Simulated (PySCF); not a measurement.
SMILES F[SiH](F)[SiH2][Si](F)(F)F (CAM-B3LYP/def2-SVP optimised geometry):

```
11

Si     2.042    -0.748     0.000
F      2.553    -0.171     1.416
F      2.546    -2.276    -0.109
Si    -0.297    -0.748     0.000
Si    -1.106     1.427     0.000
F     -2.682     1.503    -0.274
F     -0.380     2.276    -1.152
F     -0.829     2.184     1.384
H      2.682     0.033    -1.079
H     -0.783    -1.396    -1.248
H     -0.817    -1.468     1.191
```

Computed with PySCF 2.14.0 with CAM-B3LYP/def2-TZVP.

What are the frontier orbital energies and the dipole moment?

HOMO-2 -12.27 eV, HOMO-1 -11.26 eV, HOMO -10.38 eV, LUMO -0.17 eV, LUMO+1 0.00 eV; dipole moment 1.64 D.

Meta-Löwdin charges at CAM-B3LYP/def2-TZVP: Si1 1.16, F2 -0.50, F3 -0.50, Si4 0.04, Si5 1.47, F6 -0.49, F7 -0.49, F8 -0.49, H9 -0.11, H10 -0.05, H11 -0.05.
